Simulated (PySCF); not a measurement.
B(H)3(MeCN), C2H6BN, singlet, PBE0/def2-SVP optimised geometry.

```
10

B      0.34    -2.06     0.00
H     -0.13    -2.55    -1.02
H      1.57    -2.06     0.00
H     -0.13    -2.55     1.02
C     -0.79     1.91     0.00
C     -0.39     0.52     0.00
N     -0.07    -0.59     0.00
H     -1.57     2.08    -0.76
H      0.08     2.55    -0.23
H     -1.18     2.19     0.99
```

Density from PBE0/def2-TZVP in PySCF at that geometry.

Minimum of the electron density along straight lines between bonded atoms, close to the bond critical point (lines longer than 1.1 times the sum of covalent radii, or with two minima, are not listed):

```tsv
bond	length / Å	ρ at the minimum / e bohr⁻³	∇²ρ there / e bohr⁻⁵	position (fraction from the first atom)
B1–H2	1.224	0.164	-0.23	0.43
B1–H3	1.224	0.164	-0.23	0.43
B1–H4	1.224	0.164	-0.23	0.43
C5–C6	1.447	0.271	…	0.44
B1–N7	1.532	0.125	…	0.32
C6–N7	1.151	…	0.28	0.34
C5–H8	1.100	0.273	-0.93	0.65
C5–H9	1.100	0.273	-0.93	0.65
C5–H10	1.100	0.273	-0.93	0.65
```

Task: What belongs in the gaps?

Result: 
- C5–C6, ∇²ρ there / e bohr⁻⁵: -0.75
- B1–N7, ∇²ρ there / e bohr⁻⁵: 0.71
- C6–N7, ρ at the minimum / e bohr⁻³: 0.475
